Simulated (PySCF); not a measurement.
## Mayer bond orders and bond lengths

Species: C₅H₈OS₂Si.
SMILES with atom numbers: `[CH:1]#[C:2][C@@H:3]1[CH2:4][S:5][Si@@H:6]([O:7][CH3:8])[S:9]1` (hydrogens: H10 on C1; H11 on C3; H12, H13 on C4; H14 on Si6; H15, H16, H17 on C8)

Cartesian coordinates in Å at the GFN2-xTB level; atoms count from 1:
```xyz
17
C5H8OS2Si angstrom
C     -2.932    0.575   -1.420
C     -2.455   -0.163   -0.606
C     -1.803   -1.020    0.351
C     -1.432   -0.282    1.628
S     -0.203    1.041    1.342
Si     0.772    0.064   -0.302
O      2.302   -0.363   -0.057
C      3.429    0.462   -0.074
S     -0.295   -1.767   -0.406
H     -3.384    1.208   -2.124
H     -2.450   -1.869    0.595
H     -1.007   -0.976    2.355
H     -2.310    0.202    2.055
H      0.579    0.886   -1.488
H      3.387    1.185    0.743
H      4.306   -0.173    0.042
H      3.490    1.003   -1.020
```

Bond orders from the PBE0/pcSseg-1 density (PySCF). Isolated species at its GFN2-xTB geometry (one conformer only).

Task: How far do the computed orders between heavy atoms stray from the drawn ones?

Result: The largest departure is 0.462, at C1–C2 (drawn triple, 2.538). Drawn single, order below 0.88: O7–C8 (0.878). Drawn double or triple, more than 0.30 short of the drawn order: C1–C2 (2.538).

Task: Set the Mayer orders of the bonds beside their lengths.

Result: 
```tsv
bond	drawn as	length (Å)	Mayer order
C1–C2	triple	1.197	2.538
C2–C3	single	1.441	0.911
C3–C4	single	1.521	0.990
C4–S5	single	1.828	0.997
S5–Si6	single	2.147	0.933
Si6–O7	single	1.607	1.046
O7–C8	single	1.397	0.878
Si6–S9	single	2.122	0.942
S9–C3	single	1.846	1.017
C1–H10	single	1.049	1.147
C3–H11	single	1.095	0.905
C4–H12	single	1.090	0.934
C4–H13	single	1.090	0.927
Si6–H14	single	1.456	0.895
C8–H15	single	1.091	0.964
C8–H16	single	1.089	0.970
C8–H17	single	1.091	0.965
```

By pair of heavy elements: C–C: lowest C2–C3 (0.911, 1.441 Å), highest C1–C2 (2.538, 1.197 Å); in 1 of the 3 pairs the longer bond (by over 0.003 Å) has the higher order (by 0.02 or more). C–S: all 2 within 0.02 of one another (0.997 to 1.017). S–Si: all 2 within 0.02 of one another (0.933 to 0.942).

Task: Sum the orders of all bonds at each heavy atom with more than one neighbour and set the sums beside the valence in the SMILES.

Result: C1 3.685 (drawn 4), C2 3.449 (drawn 4), C3 3.823 (drawn 4), C4 3.848 (drawn 4), S5 1.930 (drawn 2), Si6 3.816 (drawn 4), O7 1.924 (drawn 2), C8 3.777 (drawn 4), S9 1.959 (drawn 2). Orders between atoms that aren't bonded are not in these sums.

The Mayer order sums products of elements of PS (density times overlap matrix) between the two atoms' basis functions, so it depends on the basis set.

The run behind these numbers computed NMR shieldings as well. The run took 52 s wall (grids of density and orbitals included) on one thread of an Arm Neoverse V2 (shared host), and the process peaked at 0.93 GiB of memory.
